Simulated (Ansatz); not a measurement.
Species: trichlorogermane, sum formula GeHCl3 (charge 0, singlet). 
Structure (B3LYP-D3(BJ)/def2-TZVP (Ansatz, a quantum-chemistry and plane-wave program) minimum search):
```
Ge
H 1 1.5259
Cl 1 2.1442 2 110.42
Cl 1 2.1442 2 110.42 3 -120.00
Cl 1 2.1442 2 110.42 4 -120.00
```
Charge 0, spin multiplicity 1.

Quantity: vertical triplet-singlet gap (E(triplet) - E(singlet); each state is the SCF solution reached for its spin; for the triplet the Hartree-Fock reference is unstable and T1 is 0.017), in kcal/mol. Correlated levels leave the core frozen unless marked. Open shells are spin-unrestricted. Spin-orbit coupling is left out. Frozen are the shells of the preceding noble gas and the d and f shells that filled before the atom's block. No relativistic terms.  The program attaches cautions to a run behind CCSD(T)/def2-SVPD: other roots. The program attaches cautions to a run behind CCSD(T)/def2-TZVPPD: other roots.

| level | program | vertical triplet-singlet gap (kcal/mol) |
|---|---|---|
| B3LYP/def2-TZVPD | Ansatz | 133.6 |
| wB97M-V/def2-TZVPD | Ansatz | 152.6 |
| wB97X-V/def2-TZVPD | Ansatz | 155.2 |
| B2PLYP/def2-TZVPD | Ansatz | 150.1 |
| CCSD(T)/def2-SVPD | Ansatz | 156.5 |
| CCSD(T)/def2-TZVPPD | Ansatz | 156.8 |
